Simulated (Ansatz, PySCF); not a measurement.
Se(SiH3)(OSiH3) (H₆OSeSi₂), SMILES [Se]([SiH3])O[SiH3].

Coordinates come from a PBE0-D3(BJ)/def2-SVP optimisation. This is a generated structure with no PubChem entry under its InChIKey; it may be hypothetical. Other conformers were not sampled.

Vertical ionisation energy (IE) and electron affinity (EA) in eV. Rows of orbital energies are one-electron estimates. Where ΔSCF, EOM or ADC give a negative EA the extra electron is unbound and the value depends on the basis.

| level | IE | EA |
|---|---|---|
| −ε(HOMO), −ε(LUMO), r2SCAN/def2-TZVP (PySCF) | [?] | [?] |
| −ε(HOMO), −ε(LUMO), PBE/def2-TZVP (PySCF) | 5.72 | 2.80 |
| ΔSCF, CAM-B3LYP/def2-SVPD (Ansatz), final states of multiplicity 2 and 2 | 9.04 | 0.12 |
| ΔSCF, PBE/def2-SVPD (Ansatz), final states of multiplicity 2 and 2 | 8.74 | 0.36 |

Complete the blanks. (Estimate from the structure and the level; the computed values follow.)


- −ε(HOMO), −ε(LUMO), r2SCAN/def2-TZVP (PySCF), IE: 5.98
- −ε(HOMO), −ε(LUMO), r2SCAN/def2-TZVP (PySCF), EA: 2.65

What vertical singlet–triplet gap does ΔSCF give with CAM-B3LYP/def2-SVPD (Ansatz, an electronic-structure program) and with PBE/def2-SVPD (Ansatz)? (An estimate is asked for; the answer gives what the named calculation found.)

2.87 and 2.64 eV (triplet above singlet where positive).
